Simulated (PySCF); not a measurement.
# Correlation energy of O (oxygen, neutral)

[He] 2s1 2p5, high-spin 3P determinant (an excited configuration). Calculation: PySCF 2.14, in aug-cc-pwCVDZ (5s4p2d, 27 functions); the non-relativistic Hamiltonian (point nucleus). Frozen: 1s2; 6 electrons correlated.

```csv
level,correlation energy (mhartree)
CCSD,-182.69
(T),-13.53
CCSD(T),-196.22
```

Diagnostics: T1 = 0.024, D1 = 0.0707, largest double amplitude 0.255.

A double-excitation amplitude exceeds 0.15, a sign of near-degeneracy.

Cost of the coupled-cluster step: about 0.4 core-seconds, for 6 correlated electrons.

Iterations:

```
CC2 = 0
CCSD nocc = (np.int64(4), np.int64(2)), nmo = (26, 26)
frozen orbitals [[0], [0]]
max_cycle = 100
direct = 0
conv_tol = 1e-08
conv_tol_normt = 1e-06
diis_space = 8
diis_start_cycle = 0
Init t2, MP2 energy = -0.147559744934837
Init E_corr(UCCSD) = -0.147559744935263
cycle = 1  E_corr(UCCSD) = -0.163676716868789  dE = -0.0161169719  norm(t1,t2) = 0.060515
cycle = 2  E_corr(UCCSD) = -0.169832854731747  dE = -0.00615613786  norm(t1,t2) = 0.0371118
cycle = 3  E_corr(UCCSD) = -0.177307213537137  dE = -0.00747435881  norm(t1,t2) = 0.0270266
cycle = 4  E_corr(UCCSD) = -0.178392960112795  dE = -0.00108574658  norm(t1,t2) = 0.0168578
cycle = 5  E_corr(UCCSD) = -0.179493777622232  dE = -0.00110081751  norm(t1,t2) = 0.0150403
cycle = 6  E_corr(UCCSD) = -0.182630436329909  dE = -0.00313665871  norm(t1,t2) = 0.0106277
cycle = 7  E_corr(UCCSD) = -0.182054183305275  dE = 0.000576253025  norm(t1,t2) = 0.0037026
cycle = 8  E_corr(UCCSD) = -0.18280992931735  dE = -0.000755746012  norm(t1,t2) = 0.00217875
cycle = 9  E_corr(UCCSD) = -0.182723544881669  dE = 8.63844357e-05  norm(t1,t2) = 0.000651691
cycle = 10  E_corr(UCCSD) = -0.182688240547222  dE = 3.53043344e-05  norm(t1,t2) = 0.000193151
cycle = 11  E_corr(UCCSD) = -0.182691560265498  dE = -3.31971828e-06  norm(t1,t2) = 6.86504e-05
cycle = 12  E_corr(UCCSD) = -0.182693134522505  dE = -1.57425701e-06  norm(t1,t2) = 2.69825e-05
cycle = 13  E_corr(UCCSD) = -0.182694441800322  dE = -1.30727782e-06  norm(t1,t2) = 7.66822e-06
cycle = 14  E_corr(UCCSD) = -0.182694125315875  dE = 3.16484448e-07  norm(t1,t2) = 3.15612e-06
cycle = 15  E_corr(UCCSD) = -0.182694119877541  dE = 5.43833445e-09  norm(t1,t2) = 9.57701e-07
UCCSD converged
E(UCCSD) = -74.35674858588419  E_corr = -0.1826941198775405
UCCSD(T) correction = -0.0135276849065492
```
